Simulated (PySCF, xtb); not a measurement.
AlClH₅NO₂Si, SMILES [OH][Al]([OH])[NH][SiH2]Cl.

GFN2-xTB (xtb) at its own geometry gives an orbital gap of 3.76 eV and a dipole moment of 3.27 D.

Geometry: PBE0-D3(BJ)/def2-SVP. The structure was generated by enumeration; whether it is a known compound was not checked. The values are those of a single conformer.

Task: What does PySCF with PBE/def2-TZVP give? (Estimate from the structure and the level; the computed values follow.)

Result: gap 5.34 eV (levels -6.75 and -1.41 eV), dipole 1.46 D.
